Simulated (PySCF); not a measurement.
SMILES CC#[NH+] (C₂H₄N (cation, charge +1)) (CAM-B3LYP/def2-SVP optimised geometry):

```
7

C      1.621    -0.185     0.000
C      0.182    -0.186     0.000
N     -0.961    -0.186     0.000
H      1.980    -0.554     0.974
H      1.979     0.844    -0.167
H      1.980    -0.844    -0.807
H     -1.980    -0.188     0.000
```

Level of theory: CAM-B3LYP/def2-TZVP (PySCF).

What are the frontier orbital energies?

HOMO-2 -21.03 eV, HOMO-1 -18.69 eV, HOMO -18.69 eV, LUMO -5.53 eV, LUMO+1 -5.53 eV.

Meta-Löwdin charges at CAM-B3LYP/def2-TZVP: C1 -0.36, C2 0.41, N3 -0.06, H4 0.21, H5 0.21, H6 0.21, H7 0.37.
